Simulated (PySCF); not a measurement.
One molecule, one basis, several functionals.

Species: CH₆AlClFN.
SMILES: `[NH3+][Al@@-]([CH3])([F])[Cl]`

PySCF, pcSseg-2 basis, density fitting, gas phase, PBE0-D3(BJ)/def2-SVP geometry. One functional is left out:

```csv
functional,exact exchange (%),HOMO energy (eV),LUMO energy (eV),dipole moment (D)
B97-D,0,-6.65,-1.31,5.977
BLYP,0,-6.55,-1.50,5.937
BP86,0,-6.77,-1.30,5.970
LDA,0,-6.82,-1.53,6.003
OPBE,0,-6.65,-1.30,5.967
PBE,0,-6.68,-1.45,5.947
B3LYP,20,-7.78,-1.04,6.036
B97-2,21,-7.75,-0.66,6.054
PBE0,25,-8.02,-0.68,6.061
BHandHLYP,50,-9.25,-0.17,6.135
```

Problem. Predict the row of mPW1PW91 (25 % exact exchange) by straight lines through the other rows, and check it.

Solution. 
```tsv
property	line	computed	computed − line	PBE0 (25 %), for comparison
HOMO energy (eV)	-7.98	-8.04	-0.06	-8.02
LUMO energy (eV)	-0.75	-0.69	+0.06	-0.68
dipole moment (D)	6.055	6.069	+0.014	6.061
```

Problem. Which of these properties follows the share of exact exchange most closely, and which least?

Solution. Most closely the HOMO energy, least the dipole moment; the correlations over the tabulated rows are HOMO energy -0.996, LUMO energy 0.964, dipole moment 0.956. The HOMO energy moves by -0.517 eV for every 10 %. Functionals with the same share still differ in their other parts: at 0 % BLYP and LDA differ by 0.27 eV in it.
